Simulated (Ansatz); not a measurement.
Reaction (hydrogenolysis of the Si–O bond): `O[SiH]1CB1Cl` + H₂ → `ClB1C[SiH2]1` + H₂O

Computed with Ansatz on PBE0-D4/def2-TZVP structures; ΔE is electronic, products minus reactants. CCSD(T)/CBS is the MP2 limit (def2-TZVPP, def2-QZVPP) plus CCSD(T) − MP2 in def2-TZVPP, frozen cores. This one scheme is used for every species. DFT in def2-TZVPP. Each species was taken in one conformer, which may not be the lowest.

```
       species  r2SCAN energy (Eh)
`O[SiH]1CB1Cl`          -890.25859
            H₂            -1.17128
`ClB1C[SiH2]1`          -814.97898
           H₂O           -76.42320
```

**Question.** Work out ΔE.

**Answer.** ΔE = (-814.97898) + (-76.42320) − (-890.25859) − (-1.17128) = 0.02769 Eh = +72.7 kJ/mol. CCSD(T)/CBS gives +66.7 kJ/mol.

Largest T1 diagnostic among the species: 0.013.

From BLYP to BHLYP (50 % exact exchange), in def2-TZVPP and without D4, ΔE moves by −3.3 kJ/mol. The D4 term adds +4.8 kJ/mol with B3LYP and +2.7 kJ/mol with PBE0; it sums over pairs of atoms, weighted by their polarisabilities, and B3LYP, whose exchange is more repulsive, gets the larger term. In def2-TZVPP, CCSD(T) changes the Hartree–Fock value by +11.0 kJ/mol (the triples alone add +3.8 kJ/mol) and MP2 by +19.2 kJ/mol.

B3LYP here is the variant with VWN-RPA as its local correlation; programs differ in this.
